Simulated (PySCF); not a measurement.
revPBE on Tm (thulium, neutral)

Configuration: [Xe] 4f13 6s2, 2F determinant. Calculation: PySCF 2.14, in ANO-RCC-VTZP (8s7p5d3f2g1h, 104 functions); the spin-free X2C one-electron Hamiltonian (Gaussian nucleus).

```json
{"Total energy": "-13567.18 hartree", "One-electron energy": "-18613.88 hartree", "Hartree (Coulomb) energy": "5336.99 hartree", "Exchange-correlation energy": "-290.29 hartree", "⟨S²⟩": "0.7507", "⟨L²⟩": "12.025", "Sum of ⟨r⟩": "44.10 bohr", "Sum of ⟨r²⟩": "74.10 bohr²", "Traceless quadrupole moment −½Σ⟨3z² − r²⟩ along its main axis": "-0.114 e·bohr²", "Langevin diamagnetic susceptibility": "-58.7 ×10⁻⁶ cm³/mol", "Time after the integrals": "of the order of 11 core-seconds"}
```

```tsv
shell	electrons	mean orbital energy (eV)	spread (eV)	rms radius, mean of both spins (bohr)
1s α	1	-59104.5	0	0.0227
1s β	1	-59104.5	0	0.0227
2s α	1	-9973.3	0	0.0918
2s β	1	-9973.3	0	0.0918
2p α	3	-8828.8	0.340	0.0829
2p β	3	-8828.8	0.327	0.0829
3s α	1	-2242.4	0	0.236
3s β	1	-2241.9	0	0.236
3p α	3	-1893.9	1.939	0.237
3p β	3	-1893.5	1.454	0.237
3d α	5	-1453.0	1.505	0.216
3d β	5	-1452.7	1.242	0.216
4s α	1	-441.82	0	0.529
4s β	1	-440.86	0	0.529
4p α	3	-326.78	2.935	0.563
4p β	3	-325.84	1.919	0.563
4d α	5	-171.39	2.467	0.617
4d β	5	-170.47	1.744	0.617
5s α	1	-53.208	0	1.31
5s β	1	-52.760	0	1.31
5p α	3	-26.933	1.049	1.58
5p β	3	-26.624	0.641	1.58
6s α	1	-3.779	0	4.30
6s β	1	-3.753	0	4.30
4f α	7	-3.229	2.873	0.945
4f β	6	-2.391	2.133	0.945
```

Spin-orbit coupling, absent here, splits the open shell strongly.

Densities and radii are taken from the X2C orbitals without a picture-change correction, which distorts them close to the nucleus.
